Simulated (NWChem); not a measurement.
System: C$_{3}$H$_{5}$I; SMILES C=C(C)I

Here is an NWChem input.

```
start job
memory heap 200 mb stack 900 mb global 1100 mb
geometry units angstroms noautoz
  C      1.299040    -1.918649     0.000000
  C      0.108334    -1.322523     0.000000
  C     -1.219621    -2.000521     0.000000
  I      0.012498     0.798190     0.000000
  H      2.240476    -1.367052     0.000000
  H      1.348387    -3.013028     0.000000
  H     -1.810010    -1.718585     0.885851
  H     -1.084809    -3.093039     0.000000
  H     -1.810010    -1.718585    -0.885851
end
basis spherical
  * library def2-svp
end
ecp
  I library def2-ecp
end
dft
  xc pbe0
  iterations 150
  vectors input atomic output neutral.movecs
end
task dft energy
charge 1
dft
  odft
  mult 2
  vectors input atomic output cation.movecs
end
task dft energy
```

Coordinates come from a PBE0/def2-SVP optimisation. Not confirmed as a minimum by frequencies. def2 effective core potentials on I; no spin-orbit coupling.

Ions are spin-unrestricted doublets at the neutral geometry; other ion states weren't tried.

**Question.** Predict the main results of this run. (PBE0/def2-SVP with def2 effective core potentials on I, vertical spin-unrestricted ions.) Quantities: vertical ionisation energy, ΔSCF (eV); −ε(HOMO) (eV).

**Answer.** 
```yaml
vertical ionisation energy, ΔSCF (eV): 8.99
"−ε(HOMO) (eV)": 6.88
```
